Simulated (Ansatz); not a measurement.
Born–Oppenheimer molecular dynamics of F3HSi (5 atoms, charge 0, multiplicity 1). It starts from a relaxed structure.

Computed with RKS r2SCANh/def2-SVP (Ansatz 0.2.0).

| Item | Value |
| --- | --- |
| ensemble | NVE (velocity Verlet) |
| time step | 0.25 fs |
| steps asked | 150 |
| starting velocities drawn for | 50 K |
| seed | 234208 |

First frame:

```xyz
5
Properties=species:S:1:pos:R:3
Si 0.000 0.000 0.024
H 0.000 0.000 1.485
F 1.492 0.000 -0.545
F -0.745 1.292 -0.546
F -0.745 -1.292 -0.546
```

Task: What does the run give?

Result: The run went to its last step.

```yaml
steps_done: 150
time_covered: 37.5 fs
mean_temperature_over_the_second_half: 18 K
spread_of_the_potential_energy_over_the_second_half: 0.6 meV per atom
mean_potential_energy_of_the_second_half_above_the_start: 2.5 meV per atom
```

The conserved energy stayed within 0.004 meV per atom of its start (net change 0.0034 meV per atom), so the integration is sound. A run of 0.037 ps of so small a system gives no equilibrium averages.

Task: What happens to the structure?

Result: The same pairs are bonded in the first frame and the last. Pairs count as bonded within 1.25 times the sum of covalent radii (0.12 Å more for H–H). This is one draw of velocities; another would differ in detail.

Task: How do temperature and energy run in time?

Result: 
```json
{"time (fs)": "0.0", "T (K)": "50", "potential energy less start (eV)": "0.000", "conserved less start (meV/atom)": "0.00"}
{"time (fs)": "1.2", "T (K)": "45", "potential energy less start (eV)": "0.002", "conserved less start (meV/atom)": "0.00"}
{"time (fs)": "2.5", "T (K)": "34", "potential energy less start (eV)": "0.006", "conserved less start (meV/atom)": "0.00"}
{"time (fs)": "3.8", "T (K)": "30", "potential energy less start (eV)": "0.008", "conserved less start (meV/atom)": "0.00"}
{"time (fs)": "5.0", "T (K)": "32", "potential energy less start (eV)": "0.007", "conserved less start (meV/atom)": "0.00"}
{"time (fs)": "6.2", "T (K)": "36", "potential energy less start (eV)": "0.006", "conserved less start (meV/atom)": "0.00"}
{"time (fs)": "7.5", "T (K)": "31", "potential energy less start (eV)": "0.007", "conserved less start (meV/atom)": "0.00"}
{"time (fs)": "8.8", "T (K)": "21", "potential energy less start (eV)": "0.011", "conserved less start (meV/atom)": "0.00"}
{"time (fs)": "10.0", "T (K)": "14", "potential energy less start (eV)": "0.014", "conserved less start (meV/atom)": "0.00"}
{"time (fs)": "11.2", "T (K)": "17", "potential energy less start (eV)": "0.013", "conserved less start (meV/atom)": "0.00"}
{"time (fs)": "12.5", "T (K)": "25", "potential energy less start (eV)": "0.010", "conserved less start (meV/atom)": "0.00"}
{"time (fs)": "13.8", "T (K)": "31", "potential energy less start (eV)": "0.007", "conserved less start (meV/atom)": "0.00"}
{"time (fs)": "15.0", "T (K)": "29", "potential energy less start (eV)": "0.008", "conserved less start (meV/atom)": "0.00"}
{"time (fs)": "16.2", "T (K)": "22", "potential energy less start (eV)": "0.011", "conserved less start (meV/atom)": "0.00"}
{"time (fs)": "17.5", "T (K)": "20", "potential energy less start (eV)": "0.012", "conserved less start (meV/atom)": "0.00"}
{"time (fs)": "18.8", "T (K)": "26", "potential energy less start (eV)": "0.009", "conserved less start (meV/atom)": "0.00"}
{"time (fs)": "20.0", "T (K)": "32", "potential energy less start (eV)": "0.007", "conserved less start (meV/atom)": "0.00"}
{"time (fs)": "21.2", "T (K)": "29", "potential energy less start (eV)": "0.008", "conserved less start (meV/atom)": "0.00"}
{"time (fs)": "22.5", "T (K)": "19", "potential energy less start (eV)": "0.012", "conserved less start (meV/atom)": "0.00"}
{"time (fs)": "23.8", "T (K)": "9", "potential energy less start (eV)": "0.016", "conserved less start (meV/atom)": "0.00"}
{"time (fs)": "25.0", "T (K)": "8", "potential energy less start (eV)": "0.016", "conserved less start (meV/atom)": "0.00"}
{"time (fs)": "26.2", "T (K)": "14", "potential energy less start (eV)": "0.014", "conserved less start (meV/atom)": "0.00"}
{"time (fs)": "27.5", "T (K)": "18", "potential energy less start (eV)": "0.012", "conserved less start (meV/atom)": "0.00"}
{"time (fs)": "28.8", "T (K)": "14", "potential energy less start (eV)": "0.014", "conserved less start (meV/atom)": "0.00"}
{"time (fs)": "30.0", "T (K)": "7", "potential energy less start (eV)": "0.017", "conserved less start (meV/atom)": "0.00"}
{"time (fs)": "31.2", "T (K)": "5", "potential energy less start (eV)": "0.017", "conserved less start (meV/atom)": "0.00"}
{"time (fs)": "32.5", "T (K)": "14", "potential energy less start (eV)": "0.014", "conserved less start (meV/atom)": "0.00"}
{"time (fs)": "33.8", "T (K)": "24", "potential energy less start (eV)": "0.010", "conserved less start (meV/atom)": "0.00"}
{"time (fs)": "35.0", "T (K)": "28", "potential energy less start (eV)": "0.009", "conserved less start (meV/atom)": "0.00"}
{"time (fs)": "36.2", "T (K)": "23", "potential energy less start (eV)": "0.010", "conserved less start (meV/atom)": "0.00"}
{"time (fs)": "37.5", "T (K)": "19", "potential energy less start (eV)": "0.012", "conserved less start (meV/atom)": "0.00"}
```

The run took 6 min on 1 thread of Arm Neoverse V1, on a shared host, peak memory 0.12 GiB.
